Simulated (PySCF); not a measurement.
Compound: C₄H₁₃BSi₂.
Atom-mapped SMILES: `[CH3:1][B:2]([CH3:3])[SiH:4]1[CH2:5][SiH2:6][CH2:7]1` (hydrogens: H8, H9, H10 on C1; H11, H12, H13 on C3; H14 on Si4; H15, H16 on C5; H17, H18 on Si6; H19, H20 on C7)

Geometry (PBE0-D3(BJ)/def2-SVP, Å), atoms numbered from 1 in this order:
```xyz
20
C4H13BSi2 angstrom
C      1.2959    0.8606    1.3532
B      1.3211   -0.3086    0.3088
C      2.6671   -1.0207   -0.0551
Si    -0.4183   -0.8450   -0.5949
C     -1.0899    0.6053   -1.6701
Si    -2.3062    0.9695   -0.2556
C     -1.9546   -0.7154    0.5484
H      0.3706    0.9490    1.9426
H      1.3428    1.7827    0.7368
H      2.1709    0.8919    2.0220
H      2.7169   -1.4619   -1.0617
H      2.7049   -1.8790    0.6493
H      3.5706   -0.4220    0.1434
H     -0.3408   -2.1426   -1.3487
H     -0.3956    1.3985   -1.9818
H     -1.6095    0.2289   -2.5666
H     -1.8422    2.1082    0.5991
H     -3.7261    1.2319   -0.6555
H     -1.7957   -0.7503    1.6358
H     -2.7269   -1.4572    0.2862
```

Level: B3LYP/def2-SVPD in PySCF, non-relativistic, on one gas-phase PBE0-D3(BJ)/def2-SVP geometry that isn't relaxed in the solvent. The solvent is an IEF-PCM continuum (cavity from Bondi-type radii × 1.2), and excitations are vertical TDDFT with non-equilibrium linear response and a frozen core. Specific hydrogen bonds and non-electrostatic terms are outside this model.

Gas-phase singlets (H = HOMO, L = LUMO):

```tsv
state	E (eV)	λ (nm)	f	leading configuration
S1	4.202	295	0.006	H→L 96%
S2	5.114	242	0.001	H-1→L 95%
S3	5.748	216	0.109	H-2→L 90%
S4	5.969	208	0.003	H-3→L 45%
S5	6.017	206	0.012	H-3→L 51%
```

Give the list for acetone (ε = 20.49), n² = 1.85.

```tsv
state	E (eV)	λ (nm)	f	leading configuration	change by rank (eV)
S1	4.256	291	0.008	H→L 96%	+0.054
S2	5.233	237	0.001	H-1→L 94%	+0.119
S3	5.806	214	0.134	H-2→L 81%	+0.058
S4	6.000	207	0.029	H-4→L 70%	+0.031
S5	6.067	204	0.002	H→L+2 48%	+0.050
```

The ground-state energy changes by -0.062 eV from gas to acetone. By how much does the total energy of gas-phase S1 change?

E(S1) = E(S0) + excitation energy, so it changes by -0.062 + 0.054 = -0.008 eV: it is lowered less than the ground state, which is what a blue shift means. This is the vertical state, with the slow part of the continuum still set for S0.

How do the frontier levels move from gas to acetone?

```
orbital  gas (eV)  solvent (eV)  change (eV)
 LUMO+2      0.25          0.35        +0.10
 LUMO+1      0.09          0.30        +0.21
   LUMO     -1.53         -1.31        +0.22
   HOMO     -6.82         -6.69        +0.13
 HOMO-1     -7.68         -7.59        +0.09
 HOMO-2     -8.05         -7.94        +0.11
 HOMO-3     -8.40         -8.29        +0.11
```

The HOMO–LUMO gap goes from 5.30 to 5.37 eV.

Time: 43 s wall; peak memory 1.1 GiB. Hardware: one thread of an Arm Neoverse V2, shared host. This is the whole response run at B3LYP/def2-SVPD in acetone, SCF included.
